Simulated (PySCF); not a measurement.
# Which functional comes closest?

Molecule: `CCCCS[Si@H](C)Cl`, C$_{5}$H$_{13}$ClSSi.

Geometry:
```csv
atom,x (Å),y (Å),z (Å)
C1,-3.413,0.502,0.283
C2,-2.397,-0.629,0.284
C3,-1.050,-0.218,-0.297
C4,-0.039,-1.349,-0.272
S5,1.579,-0.958,-1.038
Si6,2.299,0.589,0.239
C7,4.129,0.755,-0.052
Cl8,1.928,0.067,2.224
H9,-3.056,1.358,0.877
H10,-3.603,0.867,-0.739
H11,-4.377,0.181,0.707
H12,-2.794,-1.488,-0.286
H13,-2.248,-0.995,1.315
H14,-1.174,0.138,-1.334
H15,-0.659,0.639,0.278
H16,-0.404,-2.215,-0.846
H17,0.149,-1.690,0.757
H18,1.591,1.886,0.044
H19,4.638,-0.196,0.161
H20,4.549,1.537,0.596
H21,4.323,1.029,-1.101
```

Geometry PBE0-D3(BJ)/def2-SVP throughout; GIAO in PySCF 2.14, gas phase, one conformer, non-relativistic; equivalent atoms averaged; basis pcSseg-1.

Reference values (measured; solution; U. Herzog, Habilitationsschrift, TU Bergakademie Freiberg, 2002/2003): δ(Si6) = 13.8 ppm vs TMS. Computed shifts are taken against TMS, calculated as an isolated molecule at each level.

Question: How do the functionals PBE, BLYP, KT3, B3LYP, PBE0, WP04, BHandHLYP, CAM-B3LYP, LC-wPBE perform against the reference? Times are CPU seconds on shared hosts with different chips, so compare them loosely.

Answer: 
```
functional                    kind   Si6  abs. error Si  core-s
       PBE                     GGA  27.1           13.3      38
      BLYP                     GGA  27.1           13.3      54
       KT3                     GGA  22.2            8.4      37
     B3LYP           global hybrid  26.7           12.9      34
      PBE0           global hybrid  26.2           12.4      38
      WP04           global hybrid  26.2           12.4      30
 BHandHLYP           global hybrid  24.4           10.6      29
 CAM-B3LYP  range-separated hybrid  27.0           13.2      41
   LC-wPBE  range-separated hybrid  26.5           12.7      72
```

For $^{29}$Si the closest is KT3 (8.4 ppm) and the furthest BLYP (13.3 ppm). One molecule is a small sample, and vibrational and solvent effects are absent from the calculation.
